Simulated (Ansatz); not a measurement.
Ansatz results at the PBE0-D4/def2-TZVP geometry: HOMO–LUMO gap (PBE/def2-TZVPP) 4.60 eV; HOMO energy (B3LYP/def2-TZVPP) -7.39 eV; HOMO energy (PBE/def2-TZVPP) -6.43 eV.

Each molecule was computed in one conformer, which needn't be the lowest.

**Question.** Which molecule gave them?
A. `O[SiH2][SiH](S)Cl`
B. `O[SiH2]S[SiH2]Cl`
C. `C1=NC[SiH2]N1`
D. `[SiH3]O[SiH](S)Cl`

**Answer.** A. The others give `[SiH3]O[SiH](S)Cl`: 5.59, -7.61, -6.62; `C1=NC[SiH2]N1`: 4.94, -6.52, -5.54; `O[SiH2]S[SiH2]Cl`: 5.64, -7.71, -6.75.

B3LYP here is the variant with VWN-RPA as its local correlation; programs differ in this.
